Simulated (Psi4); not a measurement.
Pair of molecules, SMILES Cl with SMILES P (the first has 2 atoms); geometry from B3LYP-D3(BJ)/def2-TZVP.
(charge 0, multiplicity 1):
```xyz
6

Cl     0.436    -0.616    -0.344
H      0.244     0.361    -1.152
P      0.040     0.055     3.263
H     -0.221     0.803     4.442
H      0.894     1.047     2.718
H     -1.107     0.547     2.591
```

Method: SAPT0/jun-cc-pV(D+d)Z in Psi4.

### Question
Give the four SAPT terms and the total, and say what mostly holds the pair together.

### Answer
electrostatics -0.89, exchange 1.61, induction -0.19, dispersion -0.78, total -0.25 kcal/mol; the largest attraction is electrostatics.
